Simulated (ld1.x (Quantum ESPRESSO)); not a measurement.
# magnesium (Mg): excitation energies, all-electron against TM

```
Element                 : Mg
Generator               : ld1.x (Quantum ESPRESSO) 7.5
Type                    : norm-conserving Troullier–Martins (Kleinman–Bylander form)
Functional              : PBE
Relativity              : scalar-relativistic
Frozen core             : [Ne]
Valence charge          : 2
Reference configuration : 3s1 3p1
Partial waves           : 3s (bound): rc 1.95 bohr; 3p (bound): rc 2.70 bohr; 3d channel at 0.5 Ry: rc 2.25 bohr
Local potential         : the d channel
Core correction         : Bessel-smoothed model core, default radius (core density twice the valence density)
```

Energies are relative to the spin-unpolarised reference configuration 3s1 3p1; without spin polarisation the order of configurations can differ from experiment. The frozen-core shift is the all-electron ΔE with the core orbitals held at their reference shape minus the fully relaxed ΔE.

```
valence configuration  charge  ΔE all-electron (eV)  error AE − PS (meV)  frozen-core shift (meV)
              3s2 3p0       0                -3.491                 -0.4                     +1.9
              3s0 3p2       0                 3.692                 -1.5                     +2.4
              3s0 3p1      +1                 8.837                 +2.5                     +6.1
```

What are ΔE and the potential's error for 3s1.5 3p0?

ΔE = -0.347 eV all-electron; the error (AE − PS) is -1.0 meV.

What are ΔE and the potential's error for 3s1 3p0?

ΔE = 4.469 eV all-electron; the error (AE − PS) is +1.3 meV.

Levels in the configuration 3s0 3p1:

| level | all-electron (eV) | pseudo (eV) |
| --- | --- | --- |
| 3p | -7.808 | -7.801 |
